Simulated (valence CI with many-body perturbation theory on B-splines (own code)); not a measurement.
**E1 line list for Hf59+**

Computed by configuration interaction combined with many-body perturbation theory (CI+MBPT): three valence electrons over a frozen Dirac-Fock core [Ne], a basis of 11 s, 11 p, 9 d, 7 f, 5 g, 2 h, 1 i functions for each j, with the one-electron correlation potential Σ1, the two-electron term Σ2, the three-electron term Σ3, Breit, model QED; selected CI, second order for the rest (own B-spline code, finite nucleus).

The last digits are not significant, and no measured levels were compared; by estimate large intervals hold to a few tenths of a per cent, small ones and those within an open d or f shell to about a per cent.

Lines 1 to 50 of 255 in falling wavelength, among levels below 10768 × 10³ cm⁻¹, chosen from the strongest by gf and those to the six lowest levels. Wavelengths and rates use the calculated energies. Electric multipoles are in the length gauge, E1 and E2 with the static RPA response of the core. Weak lines are less certain than strong ones. Lines between different terms over intervals too small for the method are left out, as are lines whose strength nearly cancels. The highest levels of a list are the least certain.

Levels are named by their leading jj configuration (3d3/2^4 stands for four electrons in 3d with j = 3/2), which in mixed levels can hold well under half, so a name can repeat and another be missing. Letters in brackets count levels of one name in rising energy.

```csv
λ vac (nm),Upper,Lower,A (s⁻¹),log gf,Branch %
10.16,(3p1/2 3p3/2 3d3/2) J=7/2,(3s 3p3/2 3d3/2) J=5/2 [b],5.02e+09,-1.21,0.4
9.802,(3s 3p1/2 3d3/2) J=5/2,(3s^2 3d3/2) J=3/2,8.22e+09,-1.15,32.4
9.455,(3s 3p1/2 3p3/2) J=3/2 [a],(3s^2 3p3/2) J=3/2,1.89e+09,-1.99,17.4
9.054,(3p1/2 3p3/2 3d5/2) J=7/2 [b],(3s 3p3/2 3d5/2) J=5/2 [b],1.12e+10,-0.96,1.2
8.908,(3p1/2 3p3/2 3d5/2) J=9/2,(3s 3p3/2 3d5/2) J=7/2 [b],9.32e+09,-0.96,1.3
8.353,(3s 3p1/2 3d5/2) J=7/2,(3s^2 3d5/2) J=5/2,2.12e+10,-0.75,11.5
8.345,(3s 3p1/2 3p3/2) J=5/2,(3s^2 3p3/2) J=3/2,1.28e+10,-1.10,100.0
7.875,(3p1/2^2 3p3/2) J=3/2,(3s 3p1/2 3p3/2) J=3/2 [b],5.63e+09,-1.68,1.7
7.868,(3p1/2 3p3/2 3d5/2) J=9/2,(3s 3p3/2 3d5/2) J=7/2 [a],1.32e+10,-0.91,1.8
7.824,(3s 3p1/2 3d5/2) J=5/2 [b],(3s^2 3d5/2) J=5/2,1.61e+10,-1.05,7.2
7.803,(3s^2 3p3/2) J=3/2,(3s 3p1/2^2) J=1/2,1.67e+08,-3.22,52.1
7.741,(3s 3p1/2^2) J=1/2,(3s^2 3p1/2) J=1/2,3.46e+10,-1.21,100.0
7.667,(3p1/2 3p3/2 3d3/2) J=7/2,(3s 3p3/2 3d3/2) J=7/2,1.73e+10,-0.91,1.4
7.631,(3p1/2 3p3/2 3d5/2) J=5/2 [a],(3s 3p3/2 3d5/2) J=3/2 [a],2.56e+10,-0.87,1.8
7.590,(3s 3p1/2 3d5/2) J=3/2,(3s^2 3d5/2) J=5/2,2.33e+10,-1.09,3.9
7.526,(3p1/2 3p3/2 3d3/2) J=7/2,(3s 3p3/2 3d3/2) J=5/2 [a],8.97e+09,-1.22,0.7
7.509,(3p1/2 3p3/2 3d5/2) J=3/2 [b],(3s 3p3/2 3d5/2) J=1/2,2.70e+10,-1.04,1.7
7.501,(3p1/2^2 3d5/2) J=5/2,(3s 3p1/2 3d5/2) J=3/2,3.46e+10,-0.76,11.9
7.327,(3s 3p1/2 3p3/2) J=3/2 [b],(3s^2 3p3/2) J=3/2,2.28e+10,-1.13,3.5
7.303,(3p1/2 3p3/2 3d5/2) J=3/2 [a],(3s 3p3/2 3d5/2) J=5/2 [a],3.76e+10,-0.92,2.9
7.286,(3p1/2^2 3d5/2) J=5/2,(3s 3p1/2 3d5/2) J=5/2 [b],3.52e+10,-0.77,12.1
7.261,(3s 3p1/2 3d3/2) J=3/2 [a],(3s 3p1/2 3p3/2) J=3/2 [b],2.41e+10,-1.12,8.4
7.117,(3p1/2 3p3/2 3d5/2) J=5/2 [a],(3s 3p3/2 3d5/2) J=5/2 [a],2.64e+10,-0.92,1.9
7.003,(3p1/2 3p3/2^2) J=5/2,(3s 3p3/2^2) J=5/2,2.59e+10,-0.94,2.4
7.001,(3p1/2 3p3/2 3d5/2) J=7/2 [b],(3s 3p3/2 3d5/2) J=7/2 [a],2.25e+10,-0.88,2.4
6.963,(3p1/2^2 3p3/2) J=3/2,(3s 3p1/2 3p3/2) J=5/2,4.02e+10,-0.93,11.9
6.933,(3s 3p1/2 3p3/2) J=1/2,(3s^2 3p3/2) J=3/2,2.97e+10,-1.37,1.3
6.911,(3p1/2 3p3/2 3d5/2) J=5/2 [b],(3s 3p3/2 3d5/2) J=7/2 [a],3.24e+10,-0.86,2.0
6.892,(3p1/2^2 3d3/2) J=3/2,(3s 3p1/2 3d3/2) J=5/2,7.18e+10,-0.69,45.3
6.880,(3p1/2^2 3d5/2) J=5/2,(3s 3p1/2 3d5/2) J=7/2,6.58e+10,-0.55,22.7
6.865,(3p1/2 3p3/2 3d5/2) J=7/2 [a],(3s 3p3/2 3d5/2) J=9/2,5.02e+10,-0.55,4.0
6.829,(3p1/2 3p3/2^2) J=3/2,(3s 3p3/2^2) J=5/2,4.93e+10,-0.86,1.9
6.780,(3s 3p1/2 3d3/2) J=5/2,(3s 3p1/2 3p3/2) J=3/2 [b],6.45e+09,-1.57,25.4
6.677,(3p1/2 3p3/2 3d3/2) J=5/2 [b],(3s 3p3/2 3d3/2) J=7/2,5.73e+10,-0.64,2.3
6.653,(3p1/2 3p3/2 3d3/2) J=5/2 [a],(3p1/2 3p3/2^2) J=5/2,2.47e+10,-1.01,2.8
6.608,(3p1/2 3p3/2 3d3/2) J=3/2 [b],(3s 3p3/2 3d3/2) J=5/2 [a],3.05e+10,-1.10,1.1
6.580,(3p1/2 3p3/2 3d5/2) J=9/2,(3s 3p3/2 3d5/2) J=9/2,3.64e+10,-0.63,5.1
6.478,(3s 3p1/2 3d3/2) J=3/2 [a],(3s 3p1/2 3p3/2) J=5/2,3.09e+10,-1.11,10.8
6.458,(3p1/2^2 3d3/2) J=3/2,(3s 3p1/2 3d3/2) J=3/2 [a],4.20e+10,-0.98,26.6
6.341,(3p1/2^2 3p3/2) J=3/2,(3s 3p1/2 3p3/2) J=3/2 [a],1.99e+10,-1.32,5.9
6.093,(3s 3p1/2 3d3/2) J=5/2,(3s 3p1/2 3p3/2) J=5/2,1.05e+10,-1.46,41.3
5.951,(3s 3p1/2 3d3/2) J=1/2,(3s 3p1/2 3p3/2) J=3/2 [b],3.15e+08,-3.47,0.0
5.937,(3s 3p1/2 3d3/2) J=3/2 [a],(3s 3p1/2 3p3/2) J=3/2 [a],2.86e+08,-3.22,0.1
5.784,(3s 3p1/2 3d3/2) J=3/2 [b],(3s 3p1/2 3p3/2) J=3/2 [b],4.70e+09,-2.03,0.2
5.612,(3s 3p1/2 3d3/2) J=5/2,(3s 3p1/2 3p3/2) J=3/2 [a],1.45e+08,-3.39,0.6
5.496,(3s^2 3d3/2) J=3/2,(3s^2 3p3/2) J=3/2,2.80e+08,-3.30,0.0
5.276,(3s 3p1/2 3d3/2) J=3/2 [b],(3s 3p1/2 3p3/2) J=5/2,1.70e+09,-2.55,0.1
5.031,(3s 3p1/2 3d3/2) J=1/2,(3s 3p1/2 3p3/2) J=3/2 [a],5.44e+09,-2.38,0.3
4.912,(3s 3p1/2 3d3/2) J=3/2 [b],(3s 3p1/2 3p3/2) J=3/2 [a],3.95e+09,-2.24,0.1
4.894,(3s 3p3/2 3d5/2) J=3/2 [a],(3s 3p3/2^2) J=3/2,5.89e+10,-1.07,8.0
```

Task: How does gf follow from A for the line at 6.580 nm?

Result: gf = 1.4992 × (2J+1)_upper × A / σ², with σ = 1519749 cm⁻¹ and 2J+1 = 10: gf = 0.236.
